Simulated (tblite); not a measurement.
Task: What does the GFN2-xTB structure of `C[C@@H]1CCC[P@@]1(C)=S` look like in three dimensions?

Result: 
```xyz
21
C6H13PS angstrom
C     -1.142    1.810    0.536
C     -0.831    0.609   -0.342
C     -1.333   -0.732    0.186
C     -0.653   -1.814   -0.652
C      0.848   -1.524   -0.652
P      0.990    0.330   -0.627
C      1.845    0.713    0.954
S      1.770    1.191   -2.179
H     -0.793    1.655    1.555
H     -2.216    1.984    0.566
H     -0.662    2.701    0.132
H     -1.245    0.783   -1.344
H     -1.051   -0.846    1.236
H     -2.419   -0.801    0.116
H     -0.862   -2.811   -0.262
H     -1.034   -1.761   -1.675
H      1.335   -1.938    0.234
H      1.348   -1.920   -1.537
H      2.871    0.353    0.866
H      1.360    0.240    1.805
H      1.866    1.794    1.081
```

Orientation and origin are arbitrary. Atoms count from 1 in this order. The C–P distances run from 1.839 Å (P6–C7, drawn single) to 1.864 Å (C2–P6, drawn single), a spread of 0.025 Å. P6 (phosphorus bonded to 3 C and S) has angles from 94.4° to 117.6°. Of the pairs four or more bonds apart, C7···H9 is among the closest relative to their van der Waals radii: 2.87 Å, 99 % of the sum of Bondi's values. The 5-membered ring C2–C3–C4–C5–P6 has internal angles of 94.4° to 107.6° (sum 518°, against 540° for a flat polygon); it is puckered, 0.20 Å rms from its mean plane, widest ring torsion 51°.

Bonds between heavy atoms (Å): C1–C2 1.520, C2–C3 1.526, C3–C4 1.528, C4–C5 1.529, C5–P6 1.859, P6–C7 1.839, P6=S8 1.938, C2–P6 1.864.

Structure optimised with GFN2-xTB, isolated species.

Point group: C1 (no symmetry element, even within 0.4 Å). Its GFN2-xTB frequencies are all real (lowest 54 cm⁻¹). The numbers are those of one conformer (C1–C2–C3–C4 -167°, C2–C3–C4–C5 51°, C3–C4–C5–P6 -34°, C4–C5–P6–C7 117°).

The numbers are calculated, not measured.
